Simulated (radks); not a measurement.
The nuclear charge of the ytterbium ion Yb2+ is varied continuously with 68 electrons held in [Xe] 4f14. Calculated with a radial shooting solver on a logarithmic mesh with Libxc functionals: Dirac Kohn-Sham, LDA (Slater exchange, Perdew-Wang correlation), spin-unpolarised, spherical densities, point nucleus. By the Hellmann-Feynman theorem dE/dZ = E(electron-nucleus)/Z, the electronic potential at the nucleus.

| Z | E (hartree) | E(electron-nucleus)/Z (hartree) | HOMO | e(HOMO) (eV) | <r> HOMO (bohr) |
|---|---|---|---|---|---|
| 69 | -13573.3809 | -487.754 | 4f7/2 | -3.466 | 0.9204 |
| 69.5 | -13818.6261 | -493.220 | 4f7/2 | -9.614 | 0.8375 |
| 70 | -14066.5985 | -498.669 | 4f7/2 | -17.357 | 0.7893 |
| 70.5 | -14317.2952 | -504.119 | 4f7/2 | -26.160 | 0.7530 |
| 71 | -14570.7195 | -509.580 | 4f7/2 | -35.832 | 0.7231 |

The central difference of E at Z = 70 is -498.669 hartree, to compare with the third column; the second derivative is -10.9 hartree.
